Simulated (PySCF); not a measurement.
**Radial density of Cd³⁺ (cadmium, charge +3)**

UHF, [Kr] 4d9, 2D determinant. All numbers are calculated (PySCF 2.14, scalar relativity through the core potential, in aug-cc-pVTZ-PP with ECP28MDF (6s6p5d3f2g, 88 functions)). This is the valence pseudo-density: the core potential removes the inner electrons and smooths the orbitals near the nucleus.

```tsv
r (bohr)	4πr²ρ (e/bohr)	4πr²(ρα − ρβ)
0.0168	1.764e-05	0.0000
0.0282	4.509e-05	0.0000
0.0475	0.0001102	0.0000
0.0799	0.0004280	0.0000
0.134	0.004168	0.0003
0.226	0.06182	0.0048
0.380	1.310	0.0744
0.639	13.73	0.6026
1.08	16.50	0.9762
1.81	2.949	0.2429
3.04	0.09731	0.0065
5.12	0.0001374	0.0000
```

Energies and moments cover only the electrons outside the core potential.
